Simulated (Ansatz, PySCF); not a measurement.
HOP, SMILES O=P. Atoms are numbered in the order given.

```xyz
3

P     -0.1085    -0.4737     0.0000
O      0.0518     1.0057     0.0000
H      1.2616    -0.9840     0.0000
```

Coordinates come from a TPSSh-D3(BJ)/def2-TZVPD optimisation.

Two levels are set side by side: PBE-D3(BJ)/def2-TZVPD (Ansatz, a quantum-chemistry and plane-wave program) and TPSSh-D3(BJ)/def2-TZVPD (PySCF). Each level has its own optimised geometry; the coordinates shown are those of the second. Frequencies come from the Hessian of PySCF at each geometry. Differences are taken from unrounded values.

```json
[
 {"quantity": "mean bond length (Å)", "TPSSh-D3(BJ)": "1.475"},
 {"quantity": "bond P1–O2 (Å)", "TPSSh-D3(BJ)": "1.488"},
 {"quantity": "bond P1–H3 (Å)", "TPSSh-D3(BJ)": "1.462"},
 {"quantity": "highest harmonic wavenumber (cm⁻¹)", "TPSSh-D3(BJ)": "2126"},
 {"quantity": "mean harmonic wavenumber (cm⁻¹)", "TPSSh-D3(BJ)": "1447"},
 {"quantity": "zero-point energy (kcal/mol)", "TPSSh-D3(BJ)": "6.21"}
]
```

Question: What does PBE-D3(BJ) give, and how far is it from TPSSh-D3(BJ)? (The exact figures need the calculation; the answer reports its results.)

Answer: 
| quantity | PBE-D3(BJ) | PBE-D3(BJ) minus TPSSh-D3(BJ) |
|---|---|---|
| mean bond length (Å) | 1.492 | 0.017 |
| bond P1–O2 (Å) | 1.500 | 0.012 |
| bond P1–H3 (Å) | 1.484 | 0.022 |
| highest harmonic wavenumber (cm⁻¹) | 2019 | -107 |
| mean harmonic wavenumber (cm⁻¹) | 1382 | -65 |
| zero-point energy (kcal/mol) | 5.93 | -0.28 |

Exact exchange shortens and stiffens bonds; PBE has none. Differences between two approximate levels are no errors against the true value.
